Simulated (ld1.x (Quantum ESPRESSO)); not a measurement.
# An all-electron radial function and its pseudo partner (Nd)

Columns: radius, all-electron u(r) and pseudo u(r) of the 4f shell (level -7.65 eV) of neodymium in the configuration [Kr] 4d10 5s2 4f4 5p6 5d0 6s1 6p0; PBE, scalar-relativistic, TM scheme, ld1.x (Quantum ESPRESSO) 7.5.

| r (bohr) | all-electron | pseudo |
| --- | --- | --- |
| 0.182 | 0.2189 | 0.0182 |
| 0.365 | 0.6876 | 0.2187 |
| 0.548 | 0.9249 | 0.6678 |
| 0.730 | 0.9483 | 1.0379 |
| 0.912 | 0.8760 | 1.0811 |
| 1.095 | 0.7756 | 0.9111 |
| 1.277 | 0.6760 | 0.7246 |
| 1.460 | 0.5847 | 0.5927 |
| 1.642 | 0.5048 | 0.5050 |
| 1.825 | 0.4352 | 0.4352 |
| 2.007 | 0.3759 | 0.3759 |
| 2.190 | 0.3251 | 0.3251 |
| 2.372 | 0.2820 | 0.2820 |
| 2.555 | 0.2452 | 0.2452 |
| 2.738 | 0.2139 | 0.2139 |
| 2.920 | 0.1872 | 0.1872 |
| 3.102 | 0.1644 | 0.1644 |
| 3.285 | 0.1446 | 0.1446 |
| 3.468 | 0.1275 | 0.1275 |
| 3.650 | 0.1127 | 0.1127 |
| 3.832 | 0.0998 | 0.0998 |
| 4.015 | 0.0884 | 0.0884 |
| 4.198 | 0.0785 | 0.0785 |
| 4.380 | 0.0697 | 0.0697 |
| 4.562 | 0.0619 | 0.0619 |
| 4.745 | 0.0550 | 0.0550 |

Q: How many radial nodes do the two functions have?

A: The all-electron 4f function has n − l − 1 = 0; the pseudo-wave has 0.

Q: At about which radius was the pseudo-wave matched?

A: 1.80 bohr, where the columns begin to agree (steps of 0.18 bohr).

Q: Where does each function peak?

A: Outermost all-electron maximum near 0.73 bohr, pseudo maximum near 0.91 bohr (to the table’s step).

Q: Is the pseudo-wave norm-conserving?

A: Yes: the TM scheme keeps the norm inside the radius equal to the all-electron one, which fixes the energy derivative of the logarithmic derivative at the level.
